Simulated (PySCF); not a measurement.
C4H5NO, SMILES Nc1ccco1. Geometry optimised at B3LYP-D3(BJ)/def2-SVP. One conformer was computed; it need not be the lowest.

Method: B3LYP-D3(BJ)/def2-SVP (PySCF).

Harmonic wavenumbers (cm⁻¹): 191, 284, 403, 600, 610, 672, 698, 717, 767, 878, 904, 970, 1011, 1064, 1125, 1174, 1265, 1324, 1465, 1570, 1602, 1679, 3245, 3259, 3291, 3554, 3660. Rotational constants (GHz): 8.985, 3.688, 2.622; symmetry number 1.

**Question.** Work out the zero-point energy and the ideal-gas rigid-rotor harmonic-oscillator thermochemistry at 298.15 K and 1 atm.

**Answer.** ZPE = ½ Σ hcν = ½ × 37983 cm⁻¹ = 227.19 kJ/mol. H − E(el) = 243.31 kJ/mol. Entropy in J/(mol K): translation 163.87, rotation 107.60, vibration 31.31, total 302.78. G − E(el) = 153.04 kJ/mol. Cp = 89.38 J/(mol K).
